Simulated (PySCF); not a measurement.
## Stationary points of IBr2

Method: B3LYP in PySCF with I def2-SVP with ECP28, Br def2-SVP; scalar-relativistic core potentials, no spin–orbit coupling; density-fitted integrals.

Relaxations began from a few typed shapes; open shells are unrestricted. The search is not exhaustive: other isomers or separated fragments can lie lower, and high-lying points may rest on an excited occupation.

Q: Which is the lowest minimum found?
A. doublet C2v: I–Br 2.654 Å (×2); Br–I–Br 153.0°
B. doublet D∞h: I–Br 2.662 Å (×2); Br–I–Br 180.0°

A: A. The others lie at 6.2 (doublet D∞h, a saddle point) kJ/mol above it.

For the lowest minimum: spin–orbit coupling, left out here, can matter for elements this heavy.

The electron or spin density has lower symmetry than the nuclear frame for the doublet D∞h at 6.2 kJ/mol.
